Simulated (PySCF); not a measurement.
# Electronic structure of Cl⁺ (chlorine, charge +1) at the UHF level

Configuration: [Ne] 3s2 3p4, high-spin 3P determinant. Calculation: PySCF 2.14, in aug-cc-pCVQZ-DK (10s9p7d5f3g, 134 functions); scalar relativity by spin-free X2C-1e.

```json
{
 "Total energy": "-460.467199 hartree",
 "One-electron energy": "-629.2140 hartree",
 "Hartree (Coulomb) energy": "196.1447 hartree",
 "Exchange energy": "-27.3979 hartree",
 "⟨S²⟩": "2.0113",
 "⟨L²⟩": "2.040",
 "Sum of ⟨r⟩": "13.32 bohr",
 "Sum of ⟨r²⟩": "20.59 bohr²",
 "Traceless quadrupole moment −½Σ⟨3z² − r²⟩ along its main axis": "-1.40 e·bohr²",
 "Langevin diamagnetic susceptibility": "-16.3 ×10⁻⁶ cm³/mol"
}
```

```
shell  electrons  mean orbital energy (hartree)  spread (hartree)  rms radius, mean of both spins (bohr)
 1s α          1                     -105.74775                 0                                  0.105
 1s β          1                     -105.72146                 0                                  0.105
 2s α          1                      -11.15382                 0                                  0.478
 2s β          1                      -11.12903                 0                                  0.478
 2p α          3                       -8.56238           0.02704                                  0.451
 2p β          3                       -8.51609           0.02282                                  0.451
 3s α          1                       -1.60744                 0                                   1.61
 3s β          1                       -1.35216                 0                                   1.61
 3p α          3                       -0.96812           0.08331                                   1.85
 3p β          1                       -0.86893                 0                                   1.85
```

Densities and radii are taken from the X2C orbitals without a picture-change correction, which distorts them close to the nucleus.

Spin-orbit constants ζ (cm⁻¹) from the X2C one-electron operator on these orbitals: bare nucleus, nucleus screened by l(l+1)(2l+1)/3 electrons, and screened by the Breit-Pauli mean field of the electrons.

```json
{"shell": "2p", "bare": "10030", "screened nucleus": "8847", "mean field": "8314"}
{"shell": "3p", "bare": "784.7", "screened nucleus": "692.4", "mean field": "642.5"}
```

To first order the Landé constant is A = -321.3 cm⁻¹, so the lowest level has J = 2 and lies 0.0398 eV below the centre of the term. This holds in LS coupling only.
